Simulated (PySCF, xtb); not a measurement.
C4H6BF, SMILES B(C#C)(F)CC.

GFN2-xTB run with xtb 6.7.1 at its own geometry gives an orbital gap of 4.05 eV and a dipole moment of 1.53 D.

Coordinates come from a PBE0-D3(BJ)/def2-SVP optimisation. This is a generated structure with no PubChem entry under its InChIKey; it may be hypothetical. Other conformers were not sampled.

What does PBE/def2-TZVP run with PySCF give? (Estimate from the structure and the level; the computed values follow.)

gap 4.66 eV (levels -7.09 and -2.43 eV), dipole 1.43 D.
